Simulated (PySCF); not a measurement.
# Computed records: AlBFO, AlBH₃OSi, CH₄AlOSi, Al₂H₂NO and others

All values are calculated (PySCF 2.14.0). Calculation on a computer-drawn molecule: the log of a Hartree-Fock and frozen-core CCSD(T) single point meant for a local Hartree-Fock minimum, with one planted fault or none, to be diagnosed. Offsets are logged minus clean, where the clean run is the same molecule without the fault. The reference is restricted for singlets and unrestricted otherwise, and also for a bond in bohr or an excited solution. Adding or removing an electron swaps singlet and doublet. The excited solution moves the top pair (singlet) or top alpha electron (doublet) to the lowest empty orbital. Highest occupied and lowest empty are orbital energies over both spins, largest force is the largest gradient component, triples share is (T) over the correlation energy, the T1 limit is 0.02 restricted and 0.045 unrestricted, electrons count all cores, a negative frequency is imaginary (commonest isotopes), and the dipole is about the centre of nuclear charge.

Common to all runs: meant basis cc-pV(D+d)Z; logged SCF converged yes; possible faults no fault, one electron removed, one electron added, multiplicity raised by two, geometry at a saddle point, SCF held on an excited solution, minimal basis STO-3G, one bond length entered in bohr, all coordinates scaled.

(1) 
```xyz
4
formula=AlBFO meant_charge=1 meant_multiplicity=1 logged_electrons=34 logged_basis_functions=24 logged_spin_squared=0 logged_highest_occupied=-13.035 logged_lowest_empty=-1.1869 logged_largest_force=0.016741 logged_dipole_magnitude=5.8223 logged_SCF_stable_within_its_kind=yes logged_energy_HF=-435.01589 planted_fault=minimal_basis_STO-3G HF_energy_offset_from_clean_run=3489
O     -2.4869    -0.2932     0.8054
Al    -1.2015     0.1303     0.0284
B      0.6288     0.7329    -1.0781
F      1.6321     1.0633    -1.6846
```

Units: logged_highest_occupied, logged_lowest_empty in eV; logged_largest_force in hartree/bohr; logged_dipole_magnitude in debye; logged_energy_HF in hartree; HF_energy_offset_from_clean_run in kcal/mol.

Drawn bonds:
```
atom  other atom  order
   1           2      2
   2           3      1
   3           4      1
```

Notes: coupled-cluster numbers left out as unreliable.

(2) 
```xyz
4
formula=AlBFO meant_charge=0 meant_multiplicity=2 logged_electrons=35 logged_basis_functions=65 logged_spin_squared=0.7993 logged_highest_occupied=-8.453 logged_lowest_empty=-1.0942 logged_largest_force=0.042755 logged_dipole_magnitude=5.3917 logged_SCF_stable_within_its_kind=no logged_energy_HF=-440.82449 planted_fault=SCF_held_on_an_excited_solution HF_energy_offset_from_clean_run=26.55
O     -0.5233     1.9169    -4.0258
Al    -0.4628     1.4768    -2.5161
B      0.0751     0.8115    -0.5382
F     -0.6391     0.6464     0.5333
```

Units: logged_highest_occupied, logged_lowest_empty in eV; logged_largest_force in hartree/bohr; logged_dipole_magnitude in debye; logged_energy_HF in hartree; HF_energy_offset_from_clean_run in kcal/mol.

Drawn bonds:
```
atom  other atom  order
   1           2      2
   2           3      1
   3           4      1
```

Notes: coupled-cluster numbers left out as unreliable.

(3) 
```xyz
7
formula=AlBH3OSi meant_charge=0 meant_multiplicity=2 logged_electrons=43 logged_basis_functions=89 logged_spin_squared=0.7619 logged_highest_occupied=-9.4718 logged_lowest_empty=-0.841 logged_largest_force=0.0085948 logged_dipole_magnitude=6.4943 logged_SCF_stable_within_its_kind=no logged_energy_HF=-632.04381 planted_fault=SCF_held_on_an_excited_solution HF_energy_offset_from_clean_run=1.198
O     -1.2367     3.7016     2.9546
Al    -1.0585     2.1516     2.7458
B     -0.8238     0.1124     2.4698
Si    -0.5916    -1.8772     2.2843
H     -0.4869    -2.3747     3.6781
H      0.6397    -2.2206     1.5383
H     -1.7516    -2.5078     1.6155
```

Units: logged_highest_occupied, logged_lowest_empty in eV; logged_largest_force in hartree/bohr; logged_dipole_magnitude in debye; logged_energy_HF in hartree; HF_energy_offset_from_clean_run in kcal/mol.

Drawn bonds:
```
atom  other atom  order
   1           2      2
   2           3      1
   3           4      1
   4           5      1
   4           6      1
   4           7      1
```

Notes: coupled-cluster numbers left out as unreliable.

(4) 
```xyz
7
formula=AlBH3OSi meant_charge=0 meant_multiplicity=2 logged_electrons=43 logged_basis_functions=89 logged_spin_squared=3.7741 logged_highest_occupied=-7.5205 logged_lowest_empty=-0.87598 logged_largest_force=0.17195 logged_T1_diagnostic=0.016816 logged_D1_diagnostic=0.04195 logged_triples_share=0.027511 logged_CC_converged=yes logged_dipole_magnitude=2.719 logged_SCF_stable_within_its_kind=yes logged_energy_HF=-632.01593 logged_energy_CCSD(T)=-632.42686 planted_fault=multiplicity_raised_by_two HF_energy_offset_from_clean_run=18.69 CCSD(T)_energy_offset_from_clean_run=51.87
O     -1.2367     3.7016     2.9546
Al    -1.0585     2.1516     2.7458
B     -0.8238     0.1124     2.4698
Si    -0.5916    -1.8772     2.2843
H     -0.4869    -2.3747     3.6781
H      0.6397    -2.2206     1.5383
H     -1.7516    -2.5078     1.6155
```

Units: logged_highest_occupied, logged_lowest_empty in eV; logged_largest_force in hartree/bohr; logged_dipole_magnitude in debye; logged_energy_HF, logged_energy_CCSD(T) in hartree; HF_energy_offset_from_clean_run, CCSD(T)_energy_offset_from_clean_run in kcal/mol.

Drawn bonds:
```
atom  other atom  order
   1           2      2
   2           3      1
   3           4      1
   4           5      1
   4           6      1
   4           7      1
```

(5) 
```xyz
8
formula=CH4AlOSi meant_charge=0 meant_multiplicity=2 logged_electrons=45 logged_basis_functions=32 logged_spin_squared=0.7819 logged_highest_occupied=-5.6327 logged_lowest_empty=7.4044 logged_largest_force=0.028264 logged_T1_diagnostic=0.036512 logged_D1_diagnostic=0.15992 logged_triples_share=0.082473 logged_CC_converged=yes logged_dipole_magnitude=3.1011 logged_SCF_stable_within_its_kind=yes logged_energy_HF=-638.0818 logged_energy_CCSD(T)=-638.32687 planted_fault=minimal_basis_STO-3G HF_energy_offset_from_clean_run=4882 CCSD(T)_energy_offset_from_clean_run=5056
O     -1.1451     1.9267    -1.3209
Al    -0.1335     1.5479    -0.1762
C      1.1000     1.0915     1.2151
Si     2.6455     1.9955     1.7794
H      0.8816     0.1736     1.7656
H      2.5042     2.3737     3.2033
H      3.8210     1.1103     1.6207
H      2.8348     3.2152     0.9632
```

Units: logged_highest_occupied, logged_lowest_empty in eV; logged_largest_force in hartree/bohr; logged_dipole_magnitude in debye; logged_energy_HF, logged_energy_CCSD(T) in hartree; HF_energy_offset_from_clean_run, CCSD(T)_energy_offset_from_clean_run in kcal/mol.

Drawn bonds:
```
atom  other atom  order
   1           2      2
   2           3      1
   3           4      1
   3           5      1
   4           6      1
   4           7      1
   4           8      1
```

(6) 
```xyz
6
formula=Al2H2NO meant_charge=1 meant_multiplicity=1 logged_electrons=42 logged_basis_functions=84 logged_spin_squared=0.8938 logged_highest_occupied=-14.42 logged_lowest_empty=-7.0006 logged_largest_force=0.012408 logged_T1_diagnostic=0.052364 logged_D1_diagnostic=0.19299 logged_triples_share=0.043101 logged_CC_converged=yes logged_dipole_magnitude=14.334 logged_SCF_stable_within_its_kind=yes logged_energy_HF=-613.97365 logged_energy_CCSD(T)=-614.45665 planted_fault=one_bond_length_entered_in_bohr,row_5_of_the_drawn_bonds HF_energy_offset_from_clean_run=55.98 CCSD(T)_energy_offset_from_clean_run=67.05
O     -0.3499     2.5643     1.4615
Al     0.1031     1.1178     1.0673
N      0.6240    -0.4397     0.2965
Al     0.9237    -0.9524    -1.3247
H      0.7690    -1.1688     0.9906
H      1.4148    -1.7642    -4.0717
```

Units: logged_highest_occupied, logged_lowest_empty in eV; logged_largest_force in hartree/bohr; logged_dipole_magnitude in debye; logged_energy_HF, logged_energy_CCSD(T) in hartree; HF_energy_offset_from_clean_run, CCSD(T)_energy_offset_from_clean_run in kcal/mol.

Drawn bonds:
```
atom  other atom  order
   1           2      2
   2           3      1
   3           4      1
   3           5      1
   4           6      1
```

Notes: T1 above single-reference limit.

(7) 
```xyz
7
formula=CH3BClSi meant_charge=1 meant_multiplicity=1 logged_electrons=44 logged_basis_functions=89 logged_spin_squared=0 logged_highest_occupied=-15.319 logged_lowest_empty=-4.4555 logged_largest_force=3.191e-05 logged_lowest_frequency=109.52 logged_T1_diagnostic=0.016272 logged_D1_diagnostic=0.042612 logged_triples_share=0.036108 logged_CC_converged=yes logged_dipole_magnitude=3.4751 logged_SCF_stable_within_its_kind=yes logged_energy_HF=-812.48429 logged_energy_CCSD(T)=-812.96371 planted_fault=no_fault HF_energy_offset_from_clean_run=0 CCSD(T)_energy_offset_from_clean_run=0
Si    -0.5974    -2.7665    -0.5536
C      1.0030    -2.3268    -0.0439
B      1.3455    -1.9989     1.3000
Cl     1.7267    -1.6231     2.8557
H     -0.8854    -3.0918    -1.9476
H     -1.6993    -2.8218     0.4063
H      1.8018    -2.2951    -0.7836
```

Units: logged_highest_occupied, logged_lowest_empty in eV; logged_largest_force in hartree/bohr; logged_lowest_frequency in cm⁻¹; logged_dipole_magnitude in debye; logged_energy_HF, logged_energy_CCSD(T) in hartree; HF_energy_offset_from_clean_run, CCSD(T)_energy_offset_from_clean_run in kcal/mol.

Drawn bonds:
```
atom  other atom  order
   1           2      1
   2           3      2
   3           4      1
   1           5      1
   1           6      1
   2           7      1
```

(8) 
```xyz
10
formula=CH7Si2 meant_charge=1 meant_multiplicity=1 logged_electrons=39 logged_basis_functions=95 logged_spin_squared=0.7633 logged_highest_occupied=-23.138 logged_lowest_empty=-14.388 logged_largest_force=0.091804 logged_T1_diagnostic=0.026333 logged_D1_diagnostic=0.13839 logged_triples_share=0.024803 logged_CC_converged=yes logged_dipole_magnitude=3.3892 logged_SCF_stable_within_its_kind=yes logged_energy_HF=-618.95374 logged_energy_CCSD(T)=-619.31488
Si     0.1936     1.2605    -0.0800
C     -0.0196    -0.4946     0.2226
Si    -1.7385    -1.2609    -0.3472
H     -0.2290     2.2654     0.8956
H      0.7390     1.7617    -1.3416
H      0.7435    -1.0642    -0.3184
H      0.0461    -0.7013     1.2961
H     -1.6523    -2.6804     0.0140
H     -2.7966    -0.5426     0.3835
H     -1.8515    -1.0399    -1.7989
```

Units: logged_highest_occupied, logged_lowest_empty in eV; logged_largest_force in hartree/bohr; logged_dipole_magnitude in debye; logged_energy_HF, logged_energy_CCSD(T) in hartree.

Drawn bonds:
```
atom  other atom  order
   1           2      1
   2           3      1
   1           4      1
   1           5      1
   2           6      1
   2           7      1
   3           8      1
   3           9      1
   3          10      1
```

## Withheld values
1. Which fault was planted in the run of CH₇Si₂ (entry 8)?

Answers
1. one electron removed

Further results for CH₇Si₂ (entry 8):

* HF energy offset from clean run: 364.5 kcal/mol
* CCSD(T) energy offset from clean run: 385.3 kcal/mol
